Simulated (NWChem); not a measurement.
## Total energies of Ge (+1)

```xyz
1

Ge     0.0000     0.0000     0.0000
```
Charge +1, spin multiplicity 2.

Everything below was run with NWChem.

Basis set: def2-SVP (32 functions).

```tsv
method	total energy (Ha)
UHF	-2074.78435
UMP2	-2074.94435
UB2PLYP	-2075.99937
UPBE	-2076.05025
UB3LYP	-2076.41373
UBLYP	-2076.43669
```

Total energies of different functionals aren't comparable as a measure of quality: only differences taken within one method are. 

The Hamiltonian is non-relativistic. The correlated methods keep 9 core orbitals frozen. B3LYP has NWChem's definition, with VWN1-RPA local correlation. The stability of the SCF solutions was not checked. Open-shell Hartree-Fock references start from PBE0 orbitals.
